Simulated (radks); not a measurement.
Results of a calculation; reference values are marked as such.
Valence configurations of Ru I (all share [Kr]). Code: a radial shooting solver on a logarithmic mesh with Libxc functionals. Model: scalar-relativistic Kohn-Sham, r2SCAN, spin-polarised, spherical densities, finite nucleus; open shells are filled with parallel spins first (spin-orbit coupling, left out, can overturn this in heavy ions); meta-GGA in the generalised Kohn-Sham scheme; Fermi nuclear charge, rms radius 4.4809 fm. Energies are relative to 4d7 5s1; eigenvalues in eV for spin up.

| valence | E (eV) | moment (Bohr magnetons) | e(4d) | e(5p) | e(5s) |
|---|---|---|---|---|---|
| 4d7 5s1 | 0.000 | 4 | -6.282 | - | -5.029 |
| 4d6 5s1 5p1 | 3.088 | 6 | -10.488 | -2.564 | -7.221 |
| 4d6 5s2 | 0.728 | 4 | -9.321 | - | -5.824 |
| 4d8 | 1.323 | 2 | -3.776 | - | - |
| 4d6 5p2 | 7.695 | 6 | -11.769 | -3.206 | - |
| 4d7.5 5s0.5 | 0.715 | 3 | -4.990 | - | -4.136 |
| 4d7 5p1 | 3.851 | 4 | -7.796 | -1.925 | - |
| 4d7 5s0.5 5p0.5 | 1.955 | 4 | -7.067 | -1.513 | -5.325 |
| 4d5 5s2 5p1 | 5.703 | 6 | -13.875 | -2.966 | -8.073 |
| 4d5 5s1 5p2 | 7.496 | 8 | -14.748 | -3.761 | -9.069 |

NIST lists [Kr] 4d7 5s1 as the ground configuration; this level of theory agrees among the configurations tried. The energies are those of spherical high-spin densities, not of single terms.
